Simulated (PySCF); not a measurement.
SMILES OB(O)C[SiH3] (CH₇BO₂Si), GFN2-xTB optimised geometry.

```
12

O     -0.59    -1.28    -0.05
B      0.03    -0.08     0.00
O      1.40    -0.08     0.00
C     -0.84     1.24     0.00
Si    -1.09     1.89    -1.77
H      0.01    -2.02    -0.09
H      1.82     0.77     0.03
H     -0.38     2.02     0.60
H     -1.82     1.05     0.43
H     -1.89     3.12    -1.70
H      0.21     2.22    -2.37
H     -1.77     0.91    -2.60
```

Density from CAM-B3LYP/def2-TZVP (PySCF) at that geometry.

Minimum of the electron density along straight lines between bonded atoms, close to the bond critical point (lines longer than 1.1 times the sum of covalent radii, or with two minima, are not listed):

```tsv
bond	length / Å	ρ at the minimum / e bohr⁻³	∇²ρ there / e bohr⁻⁵	position (fraction from the first atom)
O1–B2	1.351	0.217	?	0.67
B2–O3	1.366	0.207	?	0.33
B2–C4	1.582	0.186	?	0.33
C4–Si5	1.902	0.115	0.14	0.61
O1–H6	0.958	0.361	-2.49	0.81
O3–H7	0.955	0.364	-2.52	0.81
C4–H8	1.091	0.270	-0.89	0.64
C4–H9	1.088	0.273	-0.91	0.64
Si5–H10	1.467	0.125	0.18	0.49
Si5–H11	1.470	0.124	0.17	0.49
Si5–H12	1.462	0.126	0.17	0.49
```

Question: Complete the blanks.

Answer: 
- O1–B2, ∇²ρ there / e bohr⁻⁵: 0.96
- B2–O3, ∇²ρ there / e bohr⁻⁵: 0.87
- B2–C4, ∇²ρ there / e bohr⁻⁵: -0.37
